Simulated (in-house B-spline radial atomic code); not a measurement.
# RPA and G0W0 on r2SCAN: As VI (As5+)

Configuration [Ar] 3d10, mean-field start r2SCAN. Computed with an all-electron radial atomic-structure program (B-spline basis): all electrons, non-relativistic, point nucleus, each spin shell either full or empty, empty states to l = 9 with an (l + 1/2)⁻⁴ tail; G0W0 by contour deformation at full frequency.

Command:
```bash
python run_gw.py task.json out
```
Settings (radii: box in bohr, nucleus in fm):
```
Z                        33
electrons                28
configuration            [Ar] 3d10
hamiltonian              nr
method                   r2scan
lmax                     9
spin_polarised           False
box_radius               10.43
intervals                50
```

Time taken, with all properties: 1.9 s on 1 thread of Arm Neoverse N1 (shared host).

Energies (hartree):

```tsv
term	value
mean-field total	-2229.65926
Hartree-Fock functional on these orbitals	-2228.24490
direct second order	-2.3965
second-order exchange	0.69301
SOSEX correction	0.64037
```

(1) What is the RPA correlation energy, and what remains with SOSEX?

Quasi-particle levels (eV):

```csv
level,occupied,mean field,Σx - vxc,Σc,QP weight,G0W0
3d,yes,-108.68,-15.88,?,?,?
4s,no,-67.20,6.72,-1.38,0.991,-61.86
```

G0W0 = mean field + (Σx - vxc) + Σc, with Σc (partial-wave tail included) taken at the quasi-particle energy. Only the outer levels were computed. Levels of low weight are left out.

(2) Where does G0W0 put 3d?

## Answers

(1) RPA gives -2.0876 hartree (-2.03 eV per electron); RPA + SOSEX gives -1.4472, and the second-order doubles -1.7035 hartree (no singles). RPA lacks exchange-type terms and so overcorrelates at short range.

(2) At -122.14 eV, with Σc = 2.41 eV and a quasi-particle weight of 0.954. The tabulated removal energy is 121.19 ± 0.06 eV (NIST, measured); the calculation leaves out relativity, Breit and QED terms, and what these don't explain is the method's own error.
